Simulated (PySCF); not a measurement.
F2S, SMILES S(F)F (connectivity only; charge and spin as stated), charge -1, multiplicity 2.

The structure is a stationary point at PBE-D3(BJ)/def2-TZVPD. The geometry has at least one imaginary mode, so it is a saddle point at that level. The multiplicity is an assumed one; other spin states were not compared.

Method: PBE-D3(BJ)/def2-TZVPD (PySCF 2.14.0).

Frequencies are harmonic and unscaled.

Computed normal modes with their intensities:
```
mode  ν (cm⁻¹)  IR (km/mol)  moving atoms (share of kinetic energy)
----  --------  -----------  --------------------------------------
1         259i         93.9                          F 66 %, S 34 %
2          349          0.5                                  F 93 %
3          526        119.6                          F 52 %, S 48 %
```
